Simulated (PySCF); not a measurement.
Here is a job for PySCF.
```python
from pyscf import gto, scf, cc

mol = gto.Mole()
mol.atom = '''
    O     1.563969    0.104799    0.024944
    Si    0.089692    0.004763    0.000983
    O    -1.422691   -0.090539   -0.020970
    H    -2.385908   -0.180762   -0.045551
'''
mol.basis = 'cc-pvdz'
mol.charge = 1
mol.spin = 0
mol.verbose = 4
mol.build()

mf = scf.RHF(mol)
mf.kernel()

mycc = cc.CCSD(mf)
mycc.iterative_damping = 0.8
mycc.kernel()
et = mycc.ccsd_t()
print('E(CCSD(T)) = %.10f' % (mycc.e_tot + et))
mf.analyze()
```

Task: What is the computed MP2 correlation energy (CCSD(T)/cc-pVDZ in PySCF)?

Result: -0.4725 Eh

Task: Give the SCF-reference HOMO energy at the level CCSD(T)/cc-pVDZ.

Result: -20.47 eV

Task: Give the total energy at the level CCSD(T)/cc-pVDZ.

Result: -439.3968 Eh

Task: Predict the nuclear repulsion energy from CCSD(T)/cc-pVDZ.

Result: 98.9516 Eh

Task: Give the T1 diagnostic at the level CCSD(T)/cc-pVDZ.

Result: 0.018
